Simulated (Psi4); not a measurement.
C₂H₄O₂, charge +1, doublet, geometry from GFN2-xTB (a state made from the parent by changing its charge; the spin is typed, not shown lowest). Base run: PBE0/def2-SVP run with Psi4 1.11.

Psi4 was given this input:
```
memory 2 GB

molecule mol {
1 2
  C    -1.427215   -0.344774   -0.062846
  O    -0.108325   -0.803329    0.059793
  C     0.883663    0.035305   -0.040013
  O     0.961308    1.207845    0.095805
  H    -1.805255   -0.416984   -1.099670
  H    -2.034504   -1.081611    0.491621
  H    -1.535071    0.691863    0.281012
  H     1.812279   -0.572576   -0.300594
}

set basis def2-svp
set reference uks

energy('pbe0')
print_variables()
```

The base run was repeated with changes; each row names its change, and settings that it needs were set with it.

```
change                      ΔE vs base (mEh)  SCF cycles  grid points  basis functions        outcome
--------------------------  ----------------  ----------  -----------  ---------------  -------------
base                                   0.000          13       172286               76      converged
damping_percentage = 50                    -           -            -               76  not converged
dft_radial_points = 50                -0.001          13       116647               76      converged
guess = modhuckel                      0.000          16       172286               76      converged
dft_spherical_points = 434             0.000          13       247508               76      converged
diis_max_vecs = 3                      0.000          26       172286               76      converged
level_shift = 0.3                      0.000          13       172286               76      converged
scf_type = dfdirj+cosx                -0.061          14       172286               76      converged
guess = sapgau                         0.000          14       172286               76      converged
damping_percentage = 20                0.001          26       172286               76      converged
scf_type = direct                      0.002          17       172286               76      converged
guess = sap                            0.000          14       172286               76      converged
basis_guess = sto-3g                   0.000          10       172286               76      converged
```

Open shells are given as the SCF converged; they aren't shown to be the lowest states, and a large step between rows can be another state.
